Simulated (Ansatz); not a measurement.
One change: `[SiH3]C(Cl)Br` becomes `ClC(Br)Br`.

Ansatz, PBE0-D4/def2-TZVP geometries, multiplicity 1. 

Scalar relativity is left out up to krypton.

```tsv
property	`[SiH3]C(Cl)Br`
HOMO energy (PBE/def2-TZVPP) / eV	-6.75
size of the dipole moment (PBE/def2-TZVPP) / D	1.36
HOMO energy (ωB97M-V/def2-TZVPP) / eV	-10.25
HOMO energy (B3LYP/def2-TZVPP) / eV	-7.80
LUMO energy (PBE0/def2-TZVPP) / eV	-0.97
HOMO–LUMO gap (PBE/def2-TZVPP) / eV	4.80
```

Task: What does the change do to each property? (An estimate is asked.)

Result: Computed: 
```csv
property,`ClC(Br)Br`,shift
HOMO energy (PBE/def2-TZVPP) / eV,-6.94,-0.19
size of the dipole moment (PBE/def2-TZVPP) / D,0.91,-0.45
HOMO energy (ωB97M-V/def2-TZVPP) / eV,-10.46,-0.21
HOMO energy (B3LYP/def2-TZVPP) / eV,-7.98,-0.18
LUMO energy (PBE0/def2-TZVPP) / eV,-1.57,-0.60
HOMO–LUMO gap (PBE/def2-TZVPP) / eV,4.40,-0.40
```

With PBE0 the HOMO falls by 0.23 eV and the LUMO falls by 0.60 eV, so the gap narrows by about 0.37 eV. PBE moves the HOMO by -0.19 eV and ωB97M-V by -0.21 eV. Dipoles are sizes alone; their direction can turn.

B3LYP here is the variant with VWN-RPA as its local correlation; programs differ in this.

Spin–orbit coupling is left out; it splits and shifts lone-pair levels of the heavy atoms by tenths of an eV.
